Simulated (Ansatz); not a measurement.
Ansatz (a quantum-chemistry and plane-wave program) input (HF/3-21G): The .json file is the Basis Set Exchange's 3-21G.

Ansatz 0.2 input:
```yaml
crystal:
  periodic: [false, false, false]
  atoms:
    - {symbol: F, position_ang: [-0.00000000, -0.00000000, -2.39306817]}
    - {symbol: Be, position_ang: [-0.00000000, -0.00000000, -1.01417553]}
    - {symbol: Be, position_ang: [0.00000000, 0.00000000, 1.01417553]}
    - {symbol: F, position_ang: [0.00000000, 0.00000000, 2.39306817]}
basis:
  gaussian:
    orbitals: 3-21G.json
hamiltonian:
  xc: {name: HF}
phonons: {temperatures: {t_min: 298.15, t_max: 298.15, t_step: 100}}
```

Output:

```
Functional definition: HF
integrals: 0.00 GiB planned
458 factors; integrals over basis functions are off by at most 1.5e-4 eV
mean field: 0.06 GiB planned
mean field evaluation 1: about -6176.6647 eV, gradient 3.8e1 eV
mean field evaluation 2: about -6176.6638 eV, gradient 3.8e1 eV
mean field evaluation 4: about -6179.9745 eV, gradient 1.7e0 eV
mean field evaluation 8: about -6179.9893 eV, gradient 9.5e-6 eV
mean field -6179.98931925 eV, -227.1104185353 hartree, gradient 1.6e-5 eV, S^2 0.000000; 0 other end points of the search recorded, 0 dependent functions left out
the calculation of the forces begins
reference -6179.98931925 eV, -227.1104185353 hartree; 13, 13 occupied and 23, 23 virtual orbitals, 458 factors
these checks for a lower state are left out or cut short: stability, starts, cluster_reference, orbital_swaps, neighbouring_geometries, increment
integrals: 0.00 GiB planned
458 factors; integrals over basis functions are off by at most 1.5e-4 eV
mean field: 0.06 GiB planned
mean field evaluation 16: about -6179.9893 eV, gradient 1.3e-6 eV
mean field -6179.98931753 eV, -227.1104184721 hartree, gradient 1.2e-6 eV, S^2 0.000000; 0 other end points of the search recorded, 0 dependent functions left out
the calculation of the forces begins
reference -6179.98931753 eV, -227.1104184721 hartree; 13, 13 occupied and 23, 23 virtual orbitals, 458 factors
these checks for a lower state are left out or cut short: stability, starts, cluster_reference, orbital_swaps, neighbouring_geometries, increment
integrals: 0.00 GiB planned
458 factors; integrals over basis functions are off by at most 1.5e-4 eV
mean field: 0.06 GiB planned
mean field -6179.98931753 eV, -227.1104184721 hartree, gradient 1.2e-6 eV, S^2 0.000000; 0 other end points of the search recorded, 0 dependent functions left out
the calculation of the forces begins
reference -6179.98931753 eV, -227.1104184721 hartree; 13, 13 occupied and 23, 23 virtual orbitals, 458 factors
these checks for a lower state are left out or cut short: stability, starts, cluster_reference, orbital_swaps, neighbouring_geometries, increment
integrals: 0.00 GiB planned
458 factors; integrals over basis functions are off by at most 1.5e-4 eV
mean field: 0.06 GiB planned
mean field evaluation 32: about -6179.9893 eV, gradient 1.3e-6 eV
mean field -6179.98931753 eV, -227.1104184721 hartree, gradient 1.2e-6 eV, S^2 0.000000; 0 other end points of the search recorded, 0 dependent functions left out
the calculation of the forces begins
reference -6179.98931753 eV, -227.1104184721 hartree; 13, 13 occupied and 23, 23 virtual orbitals, 458 factors
these checks for a lower state are left out or cut short: stability, starts, cluster_reference, orbital_swaps, neighbouring_geometries, increment
integrals: 0.00 GiB planned
458 factors; integrals over basis functions are off by at most 1.5e-4 eV
mean field: 0.06 GiB planned
mean field -6179.98931753 eV, -227.1104184721 hartree, gradient 1.2e-6 eV, S^2 0.000000; 0 other end points of the search recorded, 0 dependent functions left out
the calculation of the forces begins
reference -6179.98931753 eV, -227.1104184721 hartree; 13, 13 occupied and 23, 23 virtual orbitals, 458 factors
these checks for a lower state are left out or cut short: stability, starts, cluster_reference, orbital_swaps, neighbouring_geometries, increment
integrals: 0.00 GiB planned
458 factors; integrals over basis functions are off by at most 1.5e-4 eV
mean field: 0.06 GiB planned
mean field -6179.98917557 eV, -227.1104132552 hartree, gradient 2.2e-6 eV, S^2 0.000000; 0 other end points of the search recorded, 0 dependent functions left out
the calculation of the forces begins
reference -6179.98917557 eV, -227.1104132552 hartree; 13, 13 occupied and 23, 23 virtual orbitals, 458 factors
these checks for a lower state are left out or cut short: stability, starts, cluster_reference, orbital_swaps, neighbouring_geometries, increment
integrals: 0.00 GiB planned
458 factors; integrals over basis functions are off by at most 1.5e-4 eV
mean field: 0.06 GiB planned
mean field -6179.98918705 eV, -227.1104136771 hartree, gradient 2.6e-6 eV, S^2 0.000000; 0 other end points of the search recorded, 0 dependent functions left out
the calculation of the forces begins
reference -6179.98918705 eV, -227.1104136771 hartree; 13, 13 occupied and 23, 23 virtual orbitals, 458 factors
these checks for a lower state are left out or cut short: stability, starts, cluster_reference, orbital_swaps, neighbouring_geometries, increment
integrals: 0.00 GiB planned
458 factors; integrals over basis functions are off by at most 1.5e-4 eV
mean field: 0.06 GiB planned
mean field evaluation 64: about -6179.9893 eV, gradient 1.3e-6 eV
mean field -6179.98931298 eV, -227.1104183048 hartree, gradient 1.3e-6 eV, S^2 0.000000; 0 other end points of the search recorded, 0 dependent functions left out
the calculation of the forces begins
reference -6179.98931298 eV, -227.1104183048 hartree; 13, 13 occupied and 23, 23 virtual orbitals, 458 factors
these checks for a lower state are left out or cut short: stability, starts, cluster_reference, orbital_swaps, neighbouring_geometries, increment
integrals: 0.00 GiB planned
458 factors; integrals over basis functions are off by at most 1.5e-4 eV
mean field: 0.06 GiB planned
mean field -6179.98931298 eV, -227.1104183048 hartree, gradient 1.3e-6 eV, S^2 0.000000; 0 other end points of the search recorded, 0 dependent functions left out
the calculation of the forces begins
reference -6179.98931298 eV, -227.1104183048 hartree; 13, 13 occupied and 23, 23 virtual orbitals, 458 factors
these checks for a lower state are left out or cut short: stability, starts, cluster_reference, orbital_swaps, neighbouring_geometries, increment
integrals: 0.00 GiB planned
458 factors; integrals over basis functions are off by at most 1.5e-4 eV
mean field: 0.06 GiB planned
mean field -6179.98931298 eV, -227.1104183048 hartree, gradient 1.3e-6 eV, S^2 0.000000; 0 other end points of the search recorded, 0 dependent functions left out
the calculation of the forces begins
reference -6179.98931298 eV, -227.1104183048 hartree; 13, 13 occupied and 23, 23 virtual orbitals, 458 factors
these checks for a lower state are left out or cut short: stability, starts, cluster_reference, orbital_swaps, neighbouring_geometries, increment
integrals: 0.00 GiB planned
458 factors; integrals over basis functions are off by at most 1.5e-4 eV
mean field: 0.06 GiB planned
mean field -6179.98931298 eV, -227.1104183048 hartree, gradient 1.3e-6 eV, S^2 0.000000; 0 other end points of the search recorded, 0 dependent functions left out
the calculation of the forces begins
reference -6179.98931298 eV, -227.1104183048 hartree; 13, 13 occupied and 23, 23 virtual orbitals, 458 factors
these checks for a lower state are left out or cut short: stability, starts, cluster_reference, orbital_swaps, neighbouring_geometries, increment
integrals: 0.00 GiB planned
458 factors; integrals over basis functions are off by at most 1.5e-4 eV
mean field: 0.06 GiB planned
mean field evaluation 96: about -6179.9892 eV, gradient 2.7e-6 eV
mean field -6179.98915579 eV, -227.1104125282 hartree, gradient 2.7e-6 eV, S^2 0.000000; 0 other end points of the search recorded, 0 dependent functions left out
the calculation of the forces begins
reference -6179.98915579 eV, -227.1104125282 hartree; 13, 13 occupied and 23, 23 virtual orbitals, 458 factors
these checks for a lower state are left out or cut short: stability, starts, cluster_reference, orbital_swaps, neighbouring_geometries, increment
integrals: 0.00 GiB planned
458 factors; integrals over basis functions are off by at most 1.5e-4 eV
mean field: 0.06 GiB planned
mean field -6179.98914974 eV, -227.1104123059 hartree, gradient 2.0e-6 eV, S^2 0.000000; 0 other end points of the search recorded, 0 dependent functions left out
the calculation of the forces begins
reference -6179.98914974 eV, -227.1104123059 hartree; 13, 13 occupied and 23, 23 virtual orbitals, 458 factors
Total energy: -6179.98931925 eV, -227.1104185353 hartree
Atom 0 at    -0.000000    -0.000000    -2.393068 Å, force    -0.000000    -0.000000    -0.002037 eV/Å
Atom 1 at    -0.000000    -0.000000    -1.014176 Å, force     0.000000     0.000000     0.000983 eV/Å
Atom 2 at     0.000000     0.000000     1.014176 Å, force     0.000000    -0.000000    -0.000983 eV/Å
Atom 3 at     0.000000     0.000000     2.393068 Å, force    -0.000000     0.000000     0.002037 eV/Å
Dipole moment:    -0.000000    -0.000000     0.000000 e Å
Vibrations: 143.59 143.59 340.98 340.98 391.07 1398.31 1539.63 cm⁻¹, zero-point energy 0.266451 eV
```

The blocks after the first are displaced geometries, from whose forces the wavenumbers follow.
